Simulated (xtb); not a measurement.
H$_{4}$GeO$_{4}$, charge +1, doublet, from a rough starting geometry (a state made from the parent by changing its charge; the spin is typed, not shown lowest); GFN2-xTB run with xtb.

Here is a job for xtb.
```
$ xtb mol.xyz --gfn 2 --chrg 1 --uhf 1 --opt vtight --json

# file mol.xyz
9

O      0.33234491     1.33900766    -0.89454059
Ge    -0.05734722    -0.03599000     0.00734259
O     -1.18040644     0.26659562     1.26035756
O     -0.70063755    -1.13376781    -1.05806845
O      1.48191173    -0.60024080     0.76017235
H     -0.14347896     1.62706071    -1.61633988
H     -0.75791524     0.69226452     2.03914527
H     -1.34084026    -1.71750309    -0.68104584
H      2.28397181    -0.58461072     0.25055438
```

It wrote (shortened):

```
   ID    Z sym.   atoms
    1    8 O      1, 3-5
    2   32 Ge     2
    3    1 H      6-9

           -------------------------------------------------
          |                Calculation Setup                |
           -------------------------------------------------

           -------------------------------------------------
          |                 G F N 2 - x T B                 |
           -------------------------------------------------

          ...................................................
          :                      SETUP                      :
          :.................................................:
          :  # basis functions                  30          :
          :  # atomic orbitals                  29          :
          :  # shells                           15          :
          :  # electrons                        31          :
          :  max. iterations                   250          :
          :  Hamiltonian                  GFN2-xTB          :
          :  restarted?                      false          :
          :  GBSA solvation                  false          :
          :  PC potential                    false          :
          :  electronic temp.          300.0000000     K    :
          :  accuracy                    1.0000000          :
          :  -> integral cutoff          0.2500000E+02      :
          :  -> integral neglect         0.1000000E-07      :
          :  -> SCF convergence          0.1000000E-05 Eh   :
          :  -> wf. convergence          0.1000000E-03 e    :
          :  Broyden damping             0.4000000          :
          :  net charge                          1          :
          :  unpaired electrons                  1          :
          ...................................................

 iter      E             dE          RMSdq      gap      omega  full diag
   1    -17.9187825 -0.179188E+02  0.943E+00    6.91       0.0  T
   2    -17.9845513 -0.657688E-01  0.952E+00   13.26       1.0  T
   3    -19.7523688 -0.176782E+01  0.382E+00    8.66       1.0  T
   4    -19.7430960  0.927280E-02  0.439E+00    7.78       1.0  T
   5    -19.7756798 -0.325838E-01  0.285E+00    8.01       1.0  T
   6    -19.7815497 -0.586993E-02  0.263E+00    8.03       1.0  T
   7    -19.8354771 -0.539274E-01  0.965E-01    8.21       1.0  T
   8    -19.8392908 -0.381371E-02  0.805E-01    8.27       1.0  T
   9    -19.8411409 -0.185012E-02  0.585E-01    8.28       1.0  T
  10    -19.8411412 -0.284393E-06  0.511E-01    8.27       1.0  T
  11    -19.8293858  0.117555E-01  0.107E+00    8.28       1.0  T
  12    -19.8364688 -0.708305E-02  0.740E-01    8.29       1.0  T
  13    -19.8422049 -0.573608E-02  0.251E-01    8.30       1.0  T
  14    -19.8427707 -0.565779E-03  0.106E-01    8.30       1.0  T
  15    -19.8428152 -0.444895E-04  0.637E-02    8.30       1.0  T
  16    -19.8427402  0.749498E-04  0.963E-02    8.30       1.0  T
  17    -19.8428272 -0.870295E-04  0.397E-02    8.30       1.0  T
  18    -19.8428405 -0.132501E-04  0.207E-02    8.30       1.6  T
  19    -19.8428442 -0.373881E-05  0.991E-03    8.30       3.4  T
  20    -19.8428454 -0.113263E-05  0.157E-03    8.30      21.3  T
  21    -19.8428454 -0.134460E-07  0.782E-04    8.30      42.7  T
  22    -19.8428454 -0.350923E-08  0.158E-04    8.30     210.4  T

   *** convergence criteria satisfied after 22 iterations ***

         :::::::::::::::::::::::::::::::::::::::::::::::::::::
         ::                     SUMMARY                     ::
         :::::::::::::::::::::::::::::::::::::::::::::::::::::
         :: total energy             -19.740588179672 Eh    ::
         :: gradient norm              0.096263027898 Eh/a0 ::
         :: HOMO-LUMO gap              8.304795217435 eV    ::
         ::.................................................::
         :: SCC energy               -19.842840189686 Eh    ::
         :: -> isotropic ES            0.121345166905 Eh    ::
[...]
 * total energy  :   -19.7521708 Eh     change       -0.4773283E-04 Eh
 * total energy  :   -19.7521996 Eh     change       -0.2878678E-04 Eh
 * total energy  :   -19.7522171 Eh     change       -0.1750284E-04 Eh
 * total energy  :   -19.7522291 Eh     change       -0.1199981E-04 Eh
 * total energy  :   -19.7522354 Eh     change       -0.6288456E-05 Eh
 * total energy  :   -19.7522452 Eh     change       -0.9785392E-05 Eh
 * total energy  :   -19.7522487 Eh     change       -0.3508188E-05 Eh
 * total energy  :   -19.7522512 Eh     change       -0.2512017E-05 Eh
 * total energy  :   -19.7522519 Eh     change       -0.6400406E-06 Eh
 * total energy  :   -19.7522522 Eh     change       -0.3735221E-06 Eh
 * total energy  :   -19.7522524 Eh     change       -0.1721241E-06 Eh
 * total energy  :   -19.7522525 Eh     change       -0.8653643E-07 Eh
   *** GEOMETRY OPTIMIZATION CONVERGED AFTER 18 ITERATIONS ***
         :: total energy             -19.752252502421 Eh    ::
[...]
        14        2.0000           -0.7064282             -19.2229
        15        1.5028           -0.6964298             -18.9508
        16        1.4972           -0.6964084             -18.9502 (HOMO)
        17                         -0.3961233             -10.7791 (LUMO)
        18                         -0.2130818              -5.7983
        19                         -0.2126822              -5.7874
        20                         -0.2006641              -5.4603
        21                         -0.0791641              -2.1542
        22                         -0.0786548              -2.1403
        23                         -0.0627005              -1.7062
        24                         -0.0343339              -0.9343
        25                          0.0195730               0.5326
        26                          0.0229405               0.6242
        27                          0.4775378              12.9945
       ...                                ...                  ...
        29                          0.6932678              18.8648
      -------------------------------------------------------------
                  HL-Gap            0.3002850 Eh            8.1712 eV
             Fermi-level           -0.6213424 Eh          -16.9076 eV

     #   Z          covCN         q      C6AA      α(0)
     1   8 O        1.587    -0.281    18.714     5.838
     2  32 Ge       3.136     0.480   198.058    27.006
     3   8 O        1.587    -0.281    18.713     5.838
     4   8 O        1.587    -0.281    18.721     5.839
     5   8 O        1.587    -0.281    18.720     5.839
     6   1 H        0.806     0.411     0.464     1.070
     7   1 H        0.806     0.411     0.464     1.070
     8   1 H        0.806     0.411     0.465     1.071
     9   1 H        0.806     0.411     0.465     1.071

 Mol. C6AA /au·bohr⁶  :       1131.876656
 Mol. C8AA /au·bohr⁸  :      48120.790706
 Mol. α(0) /au        :         54.641009

Wiberg/Mayer (AO) data.
largest (>0.10) Wiberg bond orders for each atom

 ---------------------------------------------------------------------------
     #   Z sym  total        # sym  WBO       # sym  WBO       # sym  WBO
 ---------------------------------------------------------------------------
     1   8 O    2.191 --     2 Ge   1.121     6 H    0.802     3 O    0.118
     2  32 Ge   4.552 --     4 O    1.121     5 O    1.121     3 O    1.121
                             1 O    1.121
     3   8 O    2.192 --     2 Ge   1.121     7 H    0.802     1 O    0.118
     4   8 O    2.191 --     2 Ge   1.121     8 H    0.802     5 O    0.117
     5   8 O    2.191 --     2 Ge   1.121     9 H    0.802     4 O    0.117
     6   1 H    0.831 --     1 O    0.802
     7   1 H    0.831 --     3 O    0.802
     8   1 H    0.831 --     4 O    0.802
     9   1 H    0.831 --     5 O    0.802
 ---------------------------------------------------------------------------

Topologies differ in total number of bonds
Writing topology from bond orders to xtbtopo.mol

molecular dipole:
                 x           y           z       tot (Debye)
 q only:       -0.014      -0.034       0.012
   full:       -0.013      -0.035       0.012       0.100
molecular quadrupole (traceless):
                xx          xy          yy          xz          yz          zz
 q only:       -0.264      -0.408       0.597      -0.086       0.194      -0.333
  q+dip:       -0.252      -0.382       0.559      -0.082       0.182      -0.307
   full:       -0.128      -0.172       0.249      -0.044       0.079      -0.121

optimized geometry written to: xtbopt.xyz

           -------------------------------------------------
          | TOTAL ENERGY              -19.752252502421 Eh   |
          | GRADIENT NORM               0.000107461210 Eh/α |
          | HOMO-LUMO GAP               8.171171545507 eV   |
           -------------------------------------------------
```
